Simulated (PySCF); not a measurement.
Method: PySCF, PBE0, basis I def2-TZVP with ECP28, S def2-TZVP (scalar-relativistic core potentials, no spin–orbit coupling, density fitting).

Each entry is the lowest minimum that a search over a few typed start shapes (and spin states, where more than one is plausible) found, or that minimum re-optimised at the stated level; isomers with ligand–ligand bonds, or fragments after loss of a ligand pair, can lie lower. Open shells are unrestricted.

IS₂ is a doublet of C2v symmetry with I–S 2.257 Å (×2); S–I–S 114.6°. Its wavenumbers are 147, 425, 435 cm⁻¹.

(1) What changes when one electron is removed, giving IS₂⁺?

Answers

(1) It costs 9.03 eV between the minima (9.03 eV with zero-point energy). IS₂⁺ is a singlet of C2v symmetry with I–S 2.200 Å (×2); S–I–S 115.3°; wavenumbers 162, 466, 489 cm⁻¹.
